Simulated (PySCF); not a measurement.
Te⁺: excitation energy

Te⁺ [Kr] 4d10 5s2 5p3 (4S) → Te⁺ [Kr] 4d10 5s2 5p2 5d1 (high-spin determinant), as a difference of total energies. Computed with PySCF 2.14 in aug-cc-pVQZ-PP with ECP28MDF (7s7p5d3f2g, 92 functions), with scalar relativity through the core potential. Correlated levels: valence: 4s2 4p6 4d10 frozen. The calculations carry no spin-orbit coupling.

```
           method  excitation energy (eV)
              UHF                  11.149
              LDA                  10.582
              PBE                  10.426
             PBE0                  10.717
           r2SCAN                  10.983
          LC-wPBE                  11.115
          r2SCANh                  11.030
           B2PLYP                  10.759
          r2SCAN0                  11.100
    MP2 (valence)                  11.014
SCS-MP2 (valence)                  11.015
```

How much does correlation contribute at MP2 (valence)?

11.014 − (11.149) = -0.135 eV, measured against UHF.

The promoted electron is Rydberg-like, and one or two diffuse shells describe it only roughly, which tends to raise the upper state.

The determinant of the upper state mixes LS terms, which raises its energy above the lowest term, most at the Hartree-Fock and MP2 levels.
